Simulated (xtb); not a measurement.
Input for xtb: GFN2-xTB on CH4Se2 (SMILES C[Se][SeH]), a point of a torsion scan.

```
$ xtb mol.xyz --gfn 2 --opt vtight --chrg 0 --uhf 0 --input xcontrol
7

C     -1.09494435    -0.15586068     0.04501558
Se     0.10287123     1.36841697    -0.16658337
Se     0.16129209     2.11902201    -2.40077304
H     -0.74658186    -0.99445420    -0.59870554
H     -2.10363910     0.10722044    -0.31485565
H     -1.06944595    -0.45900244     1.10306025
H     -0.32901821     1.08517801    -3.40247008
$constrain
  force constant=1.0
  dihedral: 4,1,2,3,60.0
$end
```

Program output:

```
[...]
           -------------------------------------------------
          |                Calculation Setup                |
           -------------------------------------------------



           -------------------------------------------------
          |                 G F N 2 - x T B                 |
           -------------------------------------------------

        Reference                      10.1021/acs.jctc.8b01176
      * Hamiltonian:
        H0-scaling (s, p, d)           1.850000    2.230000    2.230000
        zeta-weighting                 0.500000
      * Dispersion:
        s8                             2.700000
        a1                             0.520000
        a2                             5.000000
        s9                             5.000000
      * Repulsion:
        kExp                           1.500000    1.000000
        rExp                           1.000000
      * Coulomb:
        alpha                          2.000000
        third order                    shell-resolved
        anisotropic                    true
        a3                             3.000000
        a5                             4.000000
        cn-shift                       1.200000
        cn-exp                         4.000000
        max-rad                        5.000000


          ...................................................
          :                      SETUP                      :
          :.................................................:
          :  # basis functions                  28          :
          :  # atomic orbitals                  26          :
          :  # shells                           12          :
          :  # electrons                        20          :
          :  max. iterations                   250          :
          :  Hamiltonian                  GFN2-xTB          :
          :  restarted?                      false          :
          :  GBSA solvation                  false          :
          :  PC potential                    false          :
          :  electronic temp.          300.0000000     K    :
          :  accuracy                    1.0000000          :
          :  -> integral cutoff          0.2500000E+02      :
          :  -> integral neglect         0.1000000E-07      :
          :  -> SCF convergence          0.1000000E-05 Eh   :
          :  -> wf. convergence          0.1000000E-03 e    :
          :  Broyden damping             0.4000000          :
          :  net charge                          0          :
          :  unpaired electrons                  0          :
          ...................................................

 iter      E             dE          RMSdq      gap      omega  full diag
   1    -10.5598227 -0.105598E+02  0.741E+00    2.68       0.0  T
   2    -10.5811788 -0.213561E-01  0.433E+00    2.62       1.0  T
   3    -10.5838208 -0.264198E-02  0.194E+00    2.58       1.0  T
   4    -10.5843307 -0.509889E-03  0.438E-01    2.54       1.0  T
   5    -10.5843589 -0.282311E-04  0.183E-01    2.54       1.0  T
   6    -10.5843600 -0.110557E-05  0.140E-01    2.54       1.0  T
   7    -10.5843715 -0.115148E-04  0.356E-02    2.54       1.1  T
   8    -10.5843721 -0.640796E-06  0.140E-02    2.54       2.7  T
   9    -10.5843722 -0.338281E-07  0.439E-03    2.54       8.6  T
  10    -10.5843722 -0.295897E-08  0.113E-03    2.54      33.5  T
  11    -10.5843722 -0.315248E-09  0.475E-04    2.54      79.5  T
  12    -10.5843722 -0.194319E-09  0.121E-04    2.54     313.0  T

   *** convergence criteria satisfied after 12 iterations ***

         #    Occupation            Energy/Eh            Energy/eV
      -------------------------------------------------------------
         1        2.0000           -0.7599082             -20.6782
       ...           ...                  ...                  ...
         4        2.0000           -0.5156559             -14.0317
         5        2.0000           -0.5086500             -13.8411
         6        2.0000           -0.4910819             -13.3630
         7        2.0000           -0.4601576             -12.5215
         8        2.0000           -0.4340021             -11.8098
         9        2.0000           -0.4043967             -11.0042
        10        2.0000           -0.3623009              -9.8587 (HOMO)
        11                         -0.2690036              -7.3200 (LUMO)
        12                         -0.2344247              -6.3790
        13                         -0.1704444              -4.6380
        14                         -0.0253076              -0.6887
        15                         -0.0146630              -0.3990
       ...                                ...                  ...
        26                          1.0123354              27.5470
      -------------------------------------------------------------
                  HL-Gap            0.0932973 Eh            2.5387 eV
             Fermi-
[...]
       -0.2864
       ...                                ...                  ...
        26                          1.0450722              28.4379
      -------------------------------------------------------------
                  HL-Gap            0.1290005 Eh            3.5103 eV
             Fermi-level           -0.3169152 Eh           -8.6237 eV

 SCC (total)                   0 d,  0 h,  0 min,  0.003 sec
 SCC setup                      ...        0 min,  0.000 sec (  1.436%)
 Dispersion                     ...        0 min,  0.000 sec (  0.500%)
 classical contributions        ...        0 min,  0.000 sec (  0.206%)
 integral evaluation            ...        0 min,  0.001 sec ( 28.231%)
 iterations                     ...        0 min,  0.001 sec ( 21.335%)
 molecular gradient             ...        0 min,  0.001 sec ( 45.699%)
 printout                       ...        0 min,  0.000 sec (  2.386%)

         :::::::::::::::::::::::::::::::::::::::::::::::::::::
         ::                     SUMMARY                     ::
         :::::::::::::::::::::::::::::::::::::::::::::::::::::
         :: total energy             -10.546574230360 Eh    ::
         :: gradient norm              0.000047088125 Eh/a0 ::
         :: HOMO-LUMO gap              3.510281273437 eV    ::
         ::.................................................::
         :: SCC energy               -10.611551597117 Eh    ::
         :: -> isotropic ES            0.002254128637 Eh    ::
         :: -> anisotropic ES          0.000516530079 Eh    ::
         :: -> anisotropic XC          0.004287693309 Eh    ::
         :: -> dispersion             -0.004034828822 Eh    ::
         :: repulsion energy           0.064977205138 Eh    ::
         :: add. restraining           0.000000161619 Eh    ::
         :: total charge               0.000000000000 e     ::
         :::::::::::::::::::::::::::::::::::::::::::::::::::::

           -------------------------------------------------
          |                Property Printout                |
           -------------------------------------------------

    * Orbital Energies and Occupations

         #    Occupation            Energy/Eh            Energy/eV
      -------------------------------------------------------------
         1        2.0000           -0.7638078             -20.7843
         2        2.0000           -0.7453092             -20.2809
         3        2.0000           -0.6094507             -16.5840
         4        2.0000           -0.5086668             -13.8415
         5        2.0000           -0.5077217             -13.8158
         6        2.0000           -0.4856183             -13.2143
         7        2.0000           -0.4707187             -12.8089
         8        2.0000           -0.4399440             -11.9715
         9        2.0000           -0.3908714             -10.6362
        10        2.0000           -0.3814154             -10.3788 (HOMO)
        11                         -0.2524150              -6.8686 (LUMO)
        12                         -0.2064636              -5.6182
        13                         -0.1859854              -5.0609
        14                         -0.0300089              -0.8166
        15                         -0.0105260              -0.2864
        16                          0.0295296               0.8035
        17                          0.0602994               1.6408
        18                          0.0700454               1.9060
        19                          0.1495760               4.0702
        20                          0.1729596               4.7065
        21                          0.2103497               5.7239
       ...                                ...                  ...
        26                          1.0450722              28.4379
      -------------------------------------------------------------
                  HL-Gap            0.1290005 Eh            3.5103 eV
             Fermi-level           -0.3169152 Eh           -8.6237 eV

     #   Z          covCN         q      C6AA      α(0)
     1   6 C        3.740    -0.074    21.988     6.690
     2  34 Se       1.937    -0.105   239.270    26.953
Note: The following floating-point exceptions are signalling: IEEE_INVALID_FLAG IEEE_UNDERFLOW_FLAG IEEE_DENORMAL
normal termination of xtb
     3  34 Se       1.895    -0.151   240.835    27.042
     4   1 H        0.925     0.064     2.156     2.296
     5   1 H        0.925     0.065     2.142     2.289
     6   1 H        0.925     0.065     2.136     2.286
     7   1 H        0.923     0.136     1.487     1.907

 Mol. C6AA /au·bohr⁶  :       1697.990958
 Mol. C8AA /au·bohr⁸  :      93427.314142
 Mol. α(0) /au        :         69.463902


Wiberg/Mayer (AO) data.
largest (>0.10) Wiberg bond orders for each atom

 ---------------------------------------------------------------------------
     #   Z sym  total        # sym  WBO       # sym  WBO       # sym  WBO
 ---------------------------------------------------------------------------
     1   6 C    3.984 --     2 Se   1.033     4 H    0.972     5 H    0.972
                             6 H    0.969
     2  34 Se   2.473 --     3 Se   1.337     1 C    1.033
     3  34 Se   2.328 --     2 Se   1.337     7 H    0.939
     4   1 H    0.996 --     1 C    0.972
     5   1 H    0.996 --     1 C    0.972
     6   1 H    0.996 --     1 C    0.969
     7   1 H    0.981 --     3 Se   0.939
 ---------------------------------------------------------------------------

Topologies differ in total number of bonds
Writing topology from bond orders to xtbtopo.mol

molecular dipole:
                 x           y           z       tot (Debye)
 q only:       -0.478      -0.485      -0.041
   full:       -0.631      -0.624       0.154       2.290
molecular quadrupole (traceless):
                xx          xy          yy          xz          yz          zz
 q only:        0.240       0.028      -3.464       0.300       1.186       3.224
  q+dip:        0.703       0.089      -3.230       0.135       3.722       2.527
   full:        0.453       0.160      -3.376       0.101       3.076       2.923

           -------------------------------------------------
          |                Geometry Summary                 |
           -------------------------------------------------

      molecular mass/u    :      173.9612760
   center of mass at/Å    :        0.0934258       1.2114943      -1.3245427
  moments of inertia/u·Å² :        0.5042075E+02   0.2538891E+03   0.2969493E+03
rotational constants/cm⁻¹ :        0.3343392E+00   0.6639761E-01   0.5676940E-01

 * 5 selected distances

     #   Z          #   Z                                           value/Å
     2  34 Se       3  34 Se                                      2.2860779 (max)
     1   6 C        4   1 H                                       1.0865244
     1   6 C        5   1 H                                       1.0865137
     1   6 C        6   1 H                                       1.0855479 (min)
     3  34 Se       7   1 H                                       1.4591097

 * 3 distinct bonds (by element types)

   Z      Z             #   av. dist./Å        max./Å        min./Å
   1 H    6 C           3     1.0861953     1.0865244     1.0855479
   1 H   34 Se          1     1.4591097     1.4591097     1.4591097
  34 Se  34 Se          1     2.2860779     2.2860779     2.2860779


optimized geometry written to: xtbopt.xyz


           -------------------------------------------------
          | TOTAL ENERGY              -10.546574230360 Eh   |
          | GRADIENT NORM               0.000047088125 Eh/α |
          | HOMO-LUMO GAP               3.510281273437 eV   |
           -------------------------------------------------

------------------------------------------------------------------------
------------------------------------------------------------------------
 total:
 SCF:
 ANC optimizer:
```

The run finished.

Warnings raised: the energy holds the restraint's term.

Cost: about 0.12 core-seconds (a rough figure).
